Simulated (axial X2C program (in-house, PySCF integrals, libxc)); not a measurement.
Outer orbitals of NaI at 2.723 Å, PBE0

All values were computed with an axial X2C code built on PySCF integrals. Spin-free means the one-electron spin-free X2C Hamiltonian; two-component (2c) means X2C with spin–orbit coupling and atomic mean-field two-electron Coulomb and Gaunt terms, so the difference of the two also holds small scalar two-electron terms. Basis: I dyall-cv3z [11s12p8d4f1g], Na dyall-cv3z [9s8p5d2f] (cores contracted in-house); Gaussian nuclei, density fitting, unrestricted open shells. Masses: I 126.904 u, Na 22.990 u.

The distance is close to the 2c PBE0 minimum; the highest filled and lowest empty levels are listed.

Spin-free orbitals, state M_S = 0, Λ = 0 (closed shell) (Löwdin shares):

```
symmetry  occupied  ε (eV)             atomic character
     π-α       yes  -33.08                    100% Na p
     π+α       yes  -33.08                    100% Na p
      σα       yes  -33.05                    100% Na p
      σα       yes  -16.79    85% I s, 7% Na p, 5% Na d
      σα       yes   -6.50    84% I p, 9% Na s, 4% Na p
     π+α       yes   -5.93    92% I p, 4% Na d, 4% Na p
     π-α       yes   -5.93    92% I p, 4% Na d, 4% Na p
      σα        no   -1.83   73% Na s, 22% Na p, 4% I p
     π-α        no   -0.06    94% Na p, 3% Na d, 2% I p
     π+α        no   -0.06    94% Na p, 3% Na d, 2% I p
      σα        no    0.30  80% Na p, 13% Na s, 5% Na d
```

One partner of each degenerate Kramers or spin pair is listed.

Spinors with spin–orbit coupling (state Ω = 0):

```tsv
ω	occupied	ε (eV)	atomic character	λ mixture
1/2	yes	-33.16	100% Na p	74% π, 26% σ
3/2	yes	-33.01	100% Na p	100% π
1/2	yes	-32.99	100% Na p	74% σ, 26% π
1/2	yes	-16.81	85% I s, 7% Na p, 5% Na d	100% σ
1/2	yes	-6.85	88% I p, 5% Na s, 4% Na p	64% σ, 36% π
1/2	yes	-5.95	88% I p, 4% Na s, 4% Na p	64% π, 36% σ
3/2	yes	-5.65	91% I p, 4% Na d, 4% Na p	100% π
1/2	no	-1.83	73% Na s, 22% Na p, 4% I p	100% σ
1/2	no	-0.07	95% Na p, 2% Na d, 2% I p	100% π
3/2	no	-0.05	94% Na p, 3% Na d, 3% I p	100% π
1/2	no	0.30	80% Na p, 13% Na s, 5% Na d	100% σ
```

One partner of each degenerate Kramers or spin pair is listed.

Problem. How does the gap between the highest filled and lowest empty level change from the spin-free to the 2c table?

Solution. From 4.10 to 3.82 eV at PBE0, a change of -0.28 eV.

Mulliken charges and populations of the two-component result (they depend on the basis, above all on diffuse functions):

I -0.64 e (s 9.98 p 23.65 d 20.01), Na 0.64 e (s 4.18 p 6.12 d 0.06).

The state is one determinant whose occupation by symmetry is held fixed; it was picked as the lowest of a PBE0 search that is not exhaustive.
